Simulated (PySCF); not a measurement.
## 4'-aminoacetophenone (C1=C(C(C)=O)C=CC(N)=C1, C$_{8}$H$_{9}$NO)

Cartesian coordinates in Å; atom numbers follow the order of the lines, from 1:
```xyz
19

C    -3.1366    0.6500    0.1413
C    -2.1916   -0.4829   -0.1883
O    -2.6158   -1.5362   -0.6198
C    -0.7372   -0.2744    0.0286
C     0.1430   -1.3224   -0.2832
C     1.5077   -1.1965   -0.1043
C     2.0561    0.0004    0.4017
N     3.4086    0.1443    0.5475
C     1.1770    1.0544    0.7171
C    -0.1897    0.9142    0.5316
H    -2.8957    1.5494   -0.4463
H    -3.0663    0.9248    1.2053
H    -4.1605    0.3296   -0.0849
H    -0.2898   -2.2466   -0.6728
H     2.1738   -2.0262   -0.3569
H     3.7515    0.9043    1.1170
H     3.9851   -0.6847    0.5352
H     1.5818    1.9913    1.1091
H    -0.8394    1.7537    0.7887
```

Computed with quadratic response CAM-B3LYP/aug-cc-pVDZ first hyperpolarisability, Taylor convention, gas phase (PySCF 2.14.0). Geometry: PBE0-D3(BJ)/def2-SVP.

**Question.** What is the first hyperpolarisability, and how does it disperse?

**Answer.** In au, Taylor convention; the vector part is βᵢ = ⅓ Σⱼ (βᵢⱼⱼ + βⱼᵢⱼ + βⱼⱼᵢ); β∥ is 3/5 of the vector part along the dipole, the dipole points from − to +:
| process | λ (nm) | β vector norm | β∥ | β HRS | depolarisation ratio |
| --- | --- | --- | --- | --- | --- |
| static β(0;0,0) | ∞ | 1032.8 | 508.9 | 460.7 | 4.03 |
| second harmonic β(−2ω;ω,ω) | 1907 | 1148.5 | 568.4 | 509.8 | 4.09 |
| Pockels β(−ω;ω,0) | 1907 | 1069.3 | 527.7 | – | – |
| second harmonic β(−2ω;ω,ω) | 1064 | 1490.4 | 744.5 | 654.4 | 4.24 |
| Pockels β(−ω;ω,0) | 1064 | 1157.4 | 572.9 | – | – |

**Question.** Which lowest excitations, dipole and polarisabilities go with it?

**Answer.** S1 4.12 eV (f = 0.000); S2 4.73 eV (f = 0.404); S3 4.78 eV (f = 0.021); dipole 4.99 D; isotropic α 112.9 au static, 113.5 au at 1907 nm, 114.9 au at 1064 nm, 115.4 au at 953.5 nm, 122.0 au at 532 nm.
